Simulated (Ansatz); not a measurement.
Z-matrix (Å, degrees):
```
Ge
C 1 1.943
C 1 1.943 2 89.5
H 1 1.538 2 114.3 3 -116.7
H 1 1.538 2 114.3 3 116.7
C 2 1.339 1 107.1 3 -0.0
H 2 1.082 1 129.9 3 -180.0
C 3 1.339 1 107.1 2 0.0
H 3 1.082 1 129.9 2 -180.0
H 6 1.087 2 122.8 1 -180.0
H 8 1.087 3 122.8 1 180.0
```

The species carries charge 0 and has multiplicity 1.

List the PBE0/def2-TZVPP orbital energies in eV (the Gaussian-basis code of Ansatz). (Best estimate.)

The calculation gave: Occupied: -10859.67, -1357.93, -1207.74, -1207.74, -1207.73, -278.54, -278.53, -278.17, -278.17, -170.66, -120.46, -120.45, -120.44, -33.31, -33.29, -33.29, -33.23, -33.23, -23.07, -20.11, -17.47, -14.84, -14.30, -13.74, -11.53, -10.85, -10.29, -8.85, -8.84, -8.55, -6.79. Lowest empty: -1.40, 1.08, 1.47, 1.74, 1.92, 2.20, 2.77, 3.05.
